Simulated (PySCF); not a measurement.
## Correlation energy of Zn¹⁶⁺ (zinc, charge +16)

[Ne] 3s2 3p2, high-spin 3P determinant. Calculation: PySCF 2.14, in an even-tempered Gaussian basis (19 s from 1.2 bohr⁻², ratio 2.5; 12 p from 1.6 bohr⁻², ratio 2.5; 5 d from 7.8 bohr⁻², ratio 2.7; 4 f from 12 bohr⁻², ratio 2.7); the spin-free X2C one-electron Hamiltonian (Gaussian nucleus). Frozen: 1s2; 12 electrons correlated; the 22 highest virtual orbitals of each spin left out.

```tsv
level	correlation energy (mhartree)
CCSD	-473.62
(T)	-2.28
CCSD(T)	-475.90
```

Diagnostics: T1 = 0.0018, D1 = 0.0076, largest double amplitude 0.081.

Cost of the coupled-cluster step: of the order of 24 core-seconds, for 12 correlated electrons.

Iterations:

```
CC2 = 0
CCSD nocc = (np.int64(7), np.int64(5)), nmo = (85, 85)
frozen orbitals [[0, 86, 87, 88, 89, 90, 91, 92, 93, 94, 95, 96, 97, 98, 99, 100, 101, 102, 103, 104, 105, 106, 107], [0, 86, 87, 88, 89, 90, 91, 92, 93, 94, 95, 96, 97, 98, 99, 100, 101, 102, 103, 104, 105, 106, 107]]
max_cycle = 100
direct = 0
conv_tol = 1e-08
conv_tol_normt = 1e-06
diis_space = 8
diis_start_cycle = 0
Init t2, MP2 energy = -0.451350363575721
Init E_corr(UCCSD) = -0.451350363576097
cycle = 1  E_corr(UCCSD) = -0.466988476211513  dE = -0.0156381126  norm(t1,t2) = 0.0237035
cycle = 2  E_corr(UCCSD) = -0.471502207219909  dE = -0.00451373101  norm(t1,t2) = 0.00811761
cycle = 3  E_corr(UCCSD) = -0.473654867161916  dE = -0.00215265994  norm(t1,t2) = 0.00300957
cycle = 4  E_corr(UCCSD) = -0.473623717941516  dE = 3.11492204e-05  norm(t1,t2) = 0.000254379
cycle = 5  E_corr(UCCSD) = -0.473625047526445  dE = -1.32958493e-06  norm(t1,t2) = 1.63887e-05
cycle = 6  E_corr(UCCSD) = -0.473624971711339  dE = 7.58151062e-08  norm(t1,t2) = 1.68352e-06
cycle = 7  E_corr(UCCSD) = -0.473624928809859  dE = 4.29014796e-08  norm(t1,t2) = 2.26863e-07
cycle = 8  E_corr(UCCSD) = -0.473624931894388  dE = -3.08452835e-09  norm(t1,t2) = 3.33456e-08
UCCSD converged
E(UCCSD) = -1664.989600365937  E_corr = -0.4736249318943878
UCCSD(T) correction = -0.00228083922535551
```
